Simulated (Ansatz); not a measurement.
C2H7BSi (`B1CC[SiH2]1`), relaxed with RKS PBE0-D4/def2-TZVP in Ansatz from a PBE-D4/def2-SVP geometry. The force threshold is 0.005 eV/Å; the program also tests the step.

Total charge 0; spin multiplicity 1.

Start:

```xyz
11

B     0.832    1.036    0.426
C    -0.696    0.675    0.583
C    -0.724   -0.809    0.096
Si    0.960   -0.567   -0.824
H     1.486    1.914    0.953
H    -1.148    1.336   -0.207
H    -1.255    0.927    1.513
H    -0.580   -1.501    0.952
H    -1.630   -1.135   -0.454
H     1.993   -1.665   -0.758
H     0.762   -0.212   -2.280
```

Question: How much energy does the relaxation release, and in how many steps? (An estimate is asked.)

Answer: Computed: 0.04 eV, in 8 steps.

Question: Which bonds change most? (An estimate is asked.)

Answer: Ansatz gave: C3–Si4 from 1.934 to 1.906 Å; B1–H5 from 1.215 to 1.193 Å; C2–H6 from 1.125 to 1.106 Å; C3–H9 from 1.109 to 1.091 Å.

Question: Give the relaxed structure. (An estimate is asked.)

Answer: Computed: 
```xyz
11

B     0.836    1.026    0.429
C    -0.694    0.682    0.555
C    -0.708   -0.805    0.101
Si    0.948   -0.566   -0.812
H     1.474    1.873    0.974
H    -1.156    1.307   -0.232
H    -1.237    0.925    1.475
H    -0.569   -1.466    0.961
H    -1.598   -1.134   -0.437
H     1.968   -1.654   -0.774
H     0.736   -0.188   -2.241
```
